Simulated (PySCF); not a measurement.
## Frontier orbitals and the lowest excitations

Species: C₃H₉BrOSi₃.
Geometry (PBE0-D3(BJ)/def2-SVP, Å), atoms numbered from 1 in this order:
```xyz
17
C3H9BrOSi3 angstrom
C     -1.4436    1.3713   -0.4540
C     -1.6033    0.1679   -0.4265
C     -1.7931   -1.2607   -0.3063
Si    -3.4883   -1.5156    0.4872
Br    -3.7839   -3.7018    0.8388
Si    -0.3718   -2.0104    0.7178
O      1.0602   -1.3676    0.2127
Si     1.9370   -0.0368   -0.2550
H     -1.3067    2.4356   -0.4970
H     -1.7986   -1.7489   -1.2979
H     -3.5363   -0.8228    1.8020
H     -4.5714   -1.0353   -0.4120
H     -0.6163   -1.6769    2.1517
H     -0.3321   -3.4816    0.5112
H      1.6985    1.1090    0.6718
H      1.5818    0.3597   -1.6484
H      3.3797   -0.4135   -0.2094
```

The calculation used TDDFT CAM-B3LYP/def2-SVPD, vertical, gas phase, core orbitals frozen in the response (PySCF 2.14.0, density-fitted response routines). Relativistic effects, spin–orbit coupling among them, are left out although an element past zinc is present.

Frontier orbitals with the atoms that hold most of them (Löwdin shares over 4%, at most four atoms; ? is withheld):

```tsv
orbital	ε (eV)	atoms
LUMO+2	0.97	Si4 22%, Br5 14%, Si6 10%, H10 8%
LUMO+1	0.71	Si6 18%, Si8 14%, O7 10%, Br5 8%
LUMO	0.45	?
HOMO	?	C1 28%, C2 23%, C3 15%, Br5 7%
HOMO-1	-9.40	?
HOMO-2	-9.84	Br5 76%, Si4 12%, H11 5%, H12 4%
HOMO-3	-10.04	Br5 43%, O7 13%, Si8 6%, Si6 6%
```

Q: Give the leading atoms of the LUMO.

A: Br5 (bonded to Si) 35%; Si4 (bonded to Br, C and 2 H) 20%; C1 (bonded to C and H) 8%; C3 (bonded to C, 2 Si and H) 6%. By element: bromine 35%, silicon 20% or more, carbon 14% or more.

Q: Which atoms hold the HOMO-1, and with what shares?

A: C1 (bonded to C and H) 35%; C2 (bonded to 2 C) 33%; C3 (bonded to C, 2 Si and H) 11%; Br5 (bonded to Si) 7%. By element: carbon 79%, bromine 7%.

Q: What is the HOMO energy, and the HOMO–LUMO gap?

A: ε(HOMO) = -8.92 eV; the gap is 9.37 eV (0.3444 hartree).

Q: The HOMO–LUMO gap is 9.37 eV. Where does the response calculation put the lowest singlet, and from which orbitals?

A: S1 is at 6.04 eV (f = 0.0085), 3.33 eV below the gap, made of HOMO→LUMO (38%), HOMO→LUMO+4 (14%), HOMO→LUMO+5 (10%). 

Next come S2 at 6.35 eV (f 0.0051), HOMO→LUMO+1 (23%), HOMO-1→LUMO (16%), HOMO→LUMO+5 (10%); S3 at 6.39 eV (f 0.029), HOMO-1→LUMO+1 (22%), HOMO-1→LUMO (20%), HOMO-1→LUMO+6 (14%); S4 at 6.79 eV (f 0.0057), HOMO→LUMO (24%), HOMO→LUMO+1 (14%), HOMO→LUMO+4 (12%); S5 at 6.89 eV (f 0.015), HOMO-2→LUMO (84%).

One conformer stands for the species.
